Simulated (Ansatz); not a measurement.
Start from `[CH3][Hf]([F])([F])[Cl]` and change one atom or group to get `[CH3][Hf]([CH3])([F])[F]`.

Ansatz, PBE0-D4/def2-TZVP geometries, multiplicity 1. 

Elements past krypton have def2 core potentials.

| property | `[CH3][Hf]([F])([F])[Cl]` |
| --- | --- |
| HOMO energy (PBE0/def2-TZVPP) / eV | -8.55 |
| HOMO energy (ωB97M-V/def2-TZVPP) / eV | -10.82 |
| size of the dipole moment (PBE/def2-TZVPP) / D | 1.09 |
| size of the dipole moment (B3LYP/def2-TZVPP) / D | 1.09 |
| HOMO–LUMO gap (PBE/def2-TZVPP) / eV | 5.11 |
| HOMO–LUMO gap (PBE0/def2-TZVPP) / eV | 7.35 |

Q: What does the change do to each property? (An estimate is asked.)

A: The calculation gave: 
| property | `[CH3][Hf]([CH3])([F])[F]` | shift |
| --- | --- | --- |
| HOMO energy (PBE0/def2-TZVPP) / eV | -7.91 | 0.64 |
| HOMO energy (ωB97M-V/def2-TZVPP) / eV | -10.19 | 0.63 |
| size of the dipole moment (PBE/def2-TZVPP) / D | 1.20 | 0.11 |
| size of the dipole moment (B3LYP/def2-TZVPP) / D | 1.23 | 0.14 |
| HOMO–LUMO gap (PBE/def2-TZVPP) / eV | 4.82 | -0.29 |
| HOMO–LUMO gap (PBE0/def2-TZVPP) / eV | 7.10 | -0.25 |

With PBE0 the HOMO rises by 0.64 eV and the LUMO rises by 0.39 eV, so the gap narrows by about 0.25 eV. PBE moves the HOMO by 0.64 eV and ωB97M-V by 0.63 eV. The zero-point energy changes by 85.4 kJ/mol with +9 modes. Dipoles are sizes alone; their direction can turn.

B3LYP here is the variant with VWN-RPA as its local correlation; programs differ in this.
